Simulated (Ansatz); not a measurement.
A structure relaxed at PBE0-D4/def2-TZVP, charge 0, multiplicity 1:

```xyz
10

Si   -1.0213   -0.4681    0.5720
C    -0.1450    0.9106   -0.3276
Sb    1.9018    0.4546   -0.8870
H    -2.4204   -0.0910    0.9257
H    -0.2969   -0.7963    1.8282
H    -1.0697   -1.6831   -0.2836
H    -0.1026    1.8151    0.2847
H    -0.6662    1.1703   -1.2527
H     1.5197   -1.0983   -1.4971
H     2.3007   -0.2138    0.6375
```

(1) Give its formula and SMILES.

(2) Point group (tolerance 0.08 Å, 0.16 Å for H)?

(3) Summarise the bond lengths by kind.

Answers

(1) CH7SbSi, `[SiH3][CH2][SbH2]`.

(2) Cs.

(3) 1 × C–Si 1.865 Å; 3 × H–Si 1.487 to 1.492 Å; 1 × C–Sb 2.170 Å; 2 × C–H 1.093 Å; 2 × H–Sb 1.712 Å.

Program: Ansatz 0.2.0.
